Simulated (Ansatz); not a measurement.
AsH2(NMe2) (C2H8AsN), relaxed as a singlet with RKS B3LYP-D4/def2-SVP in Ansatz, starting from the GFN2-xTB geometry. Force threshold 0.02 eV/Å.

Start:

```xyz
12

As   -0.9385   -0.0053   -1.6867
H    -2.1887    0.1087   -0.8193
H    -0.9555    1.4932   -1.8290
N     0.3505    0.0440   -0.3458
C     0.0755    0.9235    0.7661
C     0.8077   -1.2579    0.1014
H    -0.7645    0.5767    1.3896
H    -0.1681    1.9160    0.3815
H     0.9624    1.0013    1.3997
H     1.0007   -1.8864   -0.7700
H     1.7377   -1.1437    0.6636
H     0.0809   -1.7700    0.7488
```

```tsv
step	energy (eV)	largest force component (eV/Å)	SCF passes
1	-64526.5680	0.500	15
2	-64526.6103	0.281	19
3	-64526.6202	0.087	19
4	-64526.6208	0.040	14
5 (rejected)	-64526.6196	0.061	19
6	-64526.6215	0.017	19
```

Force components are those of the run's own axes.

End:

```csv
atom,x (Å),y (Å),z (Å)
As1,-0.926,0.005,-1.707
H2,-2.244,0.032,-0.886
H3,-0.973,1.527,-1.877
N4,0.320,0.038,-0.318
C5,0.084,0.944,0.786
C6,0.800,-1.268,0.096
H7,-0.760,0.634,1.444
H8,-0.139,1.956,0.415
H9,0.989,1.010,1.418
H10,0.996,-1.903,-0.782
H11,1.753,-1.159,0.647
H12,0.098,-1.817,0.764
```

By distances, no bond broke or formed. The bond that changes most is As1–H2, from 1.53 to 1.55 Å (atoms count from 1).

No frequencies were taken in this run, so the end may be a saddle point.

Run time 16 s (4 threads of Arm Neoverse N1 on a shared host).
